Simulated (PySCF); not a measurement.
A run for PySCF: R-HF/3-21G on BrH3Si (SMILES [SiH3]Br), a point of a bond scan (R = 1.623 Å).

```python
from pyscf import gto, scf, dft, mp
from pyscf.data.elements import chemcore

mol = gto.M(
    atom='''
    Si   -1.47702999    0.04480750    0.01784857
    Br    0.75715839   -0.02296932   -0.00914958
    H    -1.94578451    1.56043321   -0.32501987
    H    -1.93688049   -0.34876160    1.36352309
    H    -1.98207285   -0.89726625   -0.99931798
    ''',
    basis='3-21g',
    charge=0, spin=0, verbose=3, max_memory=1800)
mf = scf.RHF(mol)
mf.conv_tol = 1e-8
mf.max_cycle = 100
mf.kernel()
if not mf.converged:
    mf = mf.newton().run(mf.mo_coeff, mf.mo_occ)
```

Question: What total energy does the run end on?

Answer: -2849.1921 hartree.
